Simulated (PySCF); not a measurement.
Compound: C7H18O3Si.
SMILES with atom numbers: `[CH3:1][CH2:2][O:3][Si:4]([CH3:5])([O:6][CH2:7][CH3:8])[O:9][CH2:10][CH3:11]` (hydrogens: H12, H13, H14 on C1; H15, H16 on C2; H17, H18, H19 on C5; H20, H21 on C7; H22, H23, H24 on C8; H25, H26 on C10; H27, H28, H29 on C11)

Structure used (PBE0-D3(BJ)/def2-SVP), in Å, numbered top down from 1:
```
atom  x, y, z in Å
C1    -2.4117   -2.6492    1.0699
C2    -2.2669   -1.4382    0.1780
O3    -0.9669   -1.3995   -0.3591
Si4   -0.1499   -0.0682   -0.8925
C5    -0.5275    0.3917   -2.6460
O6    -0.5636    1.1394    0.1731
C7    -0.0761    2.4574    0.1227
C8    -0.3530    3.1504    1.4362
O9     1.4650   -0.4018   -0.8132
C10    2.1021   -0.9095    0.3396
C11    3.5882   -1.0045    0.0897
H12   -1.7004   -2.5963    1.9079
H13   -3.4308   -2.7124    1.4808
H14   -2.2052   -3.5708    0.5051
H15   -3.0079   -1.4854   -0.6432
H16   -2.4723   -0.5142    0.7475
H17    0.0622    1.2658   -2.9620
H18   -0.2861   -0.4420   -3.3219
H19   -1.5941    0.6366   -2.7635
H20    1.0113    2.4612   -0.0851
H21   -0.5605    3.0111   -0.7049
H22    0.0030    4.1916    1.4140
H23   -1.4331    3.1548    1.6462
H24    0.1509    2.6256    2.2618
H25    1.9004   -0.2530    1.2073
H26    1.6860   -1.9024    0.5880
H27    3.7917   -1.6652   -0.7662
H28    4.1077   -1.4069    0.9725
H29    4.0067   -0.0129   -0.1396
```

Computed with TDDFT CAM-B3LYP/def2-SVPD, vertical, gas phase, core orbitals frozen in the response in PySCF 2.14.0, density-fitted response routines.

```tsv
state	λ (nm)	E (eV)	f	main configurations (H = HOMO, L = LUMO)
S1	160.3	7.73	0.0024	H-1→L (48%), H→L (21%), H-2→L (10%)
S2	159.5	7.77	0.012	H→L (43%), H-1→L (20%), H→L+1 (13%)
S3	157.5	7.87	0.0034	H-2→L (60%)
S4	149.2	8.31	0.014	H-3→L (37%), H→L+2 (24%), H-2→L+1 (11%)
S5	146.5	8.46	0.013	H-4→L (27%), H→L+2 (13%), H→L+1 (11%)
S6	146.0	8.49	0.0060	H-1→L+1 (51%), H→L+1 (14%)
S7	144.9	8.56	0.014	H-1→L+2 (21%), H-4→L (13%), H→L+2 (11%)
S8	144.1	8.60	0.016	H-1→L+3 (16%), H-2→L+1 (12%), H-2→L+2 (10%)
S9	143.7	8.63	0.032	H-2→L+1 (21%), H→L+1 (10%)
S10	143.4	8.65	0.032	H-2→L+1 (14%), H-1→L+2 (12%), H-3→L (12%)
```

Triplets, Tamm–Dancoff:

```json
{"state": "T1", "E (eV)": "7.56", "λ (nm)": "163.9", "main configurations (H = HOMO, L = LUMO)": "H-1→L (51%), H→L (11%), H-2→L (11%)"}
{"state": "T2", "E (eV)": "7.59", "λ (nm)": "163.3", "main configurations (H = HOMO, L = LUMO)": "H→L (46%), H→L+1 (14%), H-1→L (10%)"}
{"state": "T3", "E (eV)": "7.71", "λ (nm)": "160.9", "main configurations (H = HOMO, L = LUMO)": "H-2→L (54%)"}
{"state": "T4", "E (eV)": "8.12", "λ (nm)": "152.7", "main configurations (H = HOMO, L = LUMO)": "H-3→L (34%), H→L+2 (19%), H-2→L+1 (11%)"}
```

The lowest singlet comes at 160 nm (746 kJ/mol) in the vacuum ultraviolet; it is very weak; its leading configuration is HOMO-1→LUMO (48%). The largest oscillator strength of a single state is 0.032. Löwdin shares by element: HOMO oxygen 54%, carbon 12% or more (atoms not listed hold the other 34%); LUMO carbon 23% or more, silicon 11% (atoms not listed hold the other 66%). Orbital energies (eV): HOMO-3 -10.03, HOMO-2 -9.54, HOMO-1 -9.42, HOMO -9.36, LUMO 1.15, LUMO+1 1.61, LUMO+2 1.67. The listed states span 0.91 eV, and the widest gap between neighbours is 0.44 eV (S3 to S4). Of the 10 states listed, 7 reach f = 0.01 and none stays under 0.0005. No computed singlet lies in the visible range (380 to 750 nm); the lowest, at 160 nm, stands 4.47 eV above its violet end (3.26 eV). Only the lowest 10 singlets were computed, as vertical energies without vibronic structure.

The run took 3.1 min wall, 6.4 min CPU on 2 threads of an AMD EPYC 7B13, no GPU, shared host with 64 logical CPUs at a one-minute load of 21, and the process peaked at 2.8 GiB of memory.

One conformer stands for the species.

Without π bonds the low states may be Rydberg-like; a valence basis with one diffuse set may place them up to an eV too high.
